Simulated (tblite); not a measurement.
Species: C5H10F4Si2.
Atom-mapped SMILES: `[CH3:1][Si@@:2]1([C:3]([F:4])([F:5])[F:6])[CH2:7][CH2:8][CH2:9][Si@@H:10]1[F:11]` (hydrogens: H12, H13, H14 on C1; H15, H16 on C7; H17, H18 on C8; H19, H20 on C9; H21 on Si10)

Structure used (GFN2-xTB), in Å, numbered top down from 1:
```
atom  x, y, z in Å
C1     1.3481    2.0477   -0.4160
Si2    0.6828    0.2742   -0.2545
C3     2.3162   -0.8109   -0.2611
F4     2.9846   -0.7146   -1.4299
F5     2.0821   -2.1239   -0.0673
F6     3.1927   -0.4422    0.6977
C7    -0.2114   -0.0824    1.4041
C8    -1.7233   -0.0100    1.1535
C9    -2.1484   -0.8944   -0.0236
Si10  -1.0718   -0.4946   -1.5509
F11   -0.8401   -1.8516   -2.3936
H12    1.8928    2.1827   -1.3469
H13    0.5415    2.7738   -0.3960
H14    2.0295    2.2833    0.3987
H15    0.0384   -1.0821    1.7668
H16    0.0593    0.6151    2.1970
H17   -2.0019    1.0257    0.9432
H18   -2.2601   -0.3141    2.0552
H19   -3.2150   -0.7661   -0.2055
H20   -2.0052   -1.9419    0.2509
H21   -1.7179    0.3771   -2.5232
```

Computed with GFN2-xTB (tblite): harmonic, unscaled wavenumbers at the GFN2-xTB geometry, gas phase. This tight-binding method is rough: wavenumbers can miss measured ones by several per cent, in bad cases by 10 to 20. Modes of hydrogen on silicon can be 10 to 20 % off. One conformer, not necessarily the lowest.

Harmonic wavenumbers (cm⁻¹): 25.1, 43.2, 51.5, 99.8, 118.0, 118.9, 123.4, 151.5, 198.3, 209.5, 234.1, 257.4, 275.2, 347.8, 434.0, 457.3, 460.0, 492.8, 565.5, 645.0, 650.7, 658.8, 690.1, 735.4, 770.5, 783.8, 814.2, 822.4, 832.8, 945.5, 954.0, 1013.9, 1023.7, 1040.0, 1100.5, 1125.6, 1138.1, 1207.1, 1269.0, 1289.5, 1338.6, 1361.5, 1458.7, 1461.7, 1464.8, 1473.5, 1508.2, 2291.9, 2953.3, 2967.3, 2972.1, 2975.8, 2992.5, 3001.2, 3021.3, 3033.1, 3048.0.

A = 1075, B = 616.0, C = 529.9 MHz; mass 202.026 u (most abundant isotopes); point group C1, symmetry number 1.

Q: Zero-point energy?

A: ½Σν̃ = 31749 cm⁻¹ = 379.80 kJ/mol.

Q: Entropy at 200 K, 1 bar (ideal gas, RRHO, classical rotation)?

A: Translation 166.76, rotation 125.54, vibration 142.50: S = 434.8 J/(mol K).

Q: And Cp and H(200 K) − H(0)?

A: Cp = 166.43 J/(mol K), of which vibrations give 133.17 (their classical limit is 57 R = 473.9); H(200 K) − H(0) = 21.22 kJ/mol without the zero-point energy, 14.57 from vibrations.

Q: Which modes carry the vibrational entropy at 200 K?

A: 25.1 cm⁻¹: 22.56; 43.2 cm⁻¹: 18.06; 51.5 cm⁻¹: 16.62; 99.8 cm⁻¹: 11.25; 118.0 cm⁻¹: 9.92; 118.9 cm⁻¹: 9.86 J/(mol K); the other 51 give 54.23 together.

Q: Blend soft modes into free rotors: weight 1/[1 + (100 cm⁻¹/ν̃)⁴] for the oscillator and the rest for a rotor with moment μB/(μ + B), μ = h/(8π²ν), B = 10⁻⁴⁴ kg m². What vibrational entropy results?

A: 128.21 J/(mol K) in place of 142.50, which changes −T·S at 200 K by +2.86 kJ/mol.

Hindered rotation and anharmonicity are outside this model. Other conformers, if any are populated, would add a mixing term that is left out. The structure is chiral; the term R ln 2 for an equal mix with its mirror image is left out.
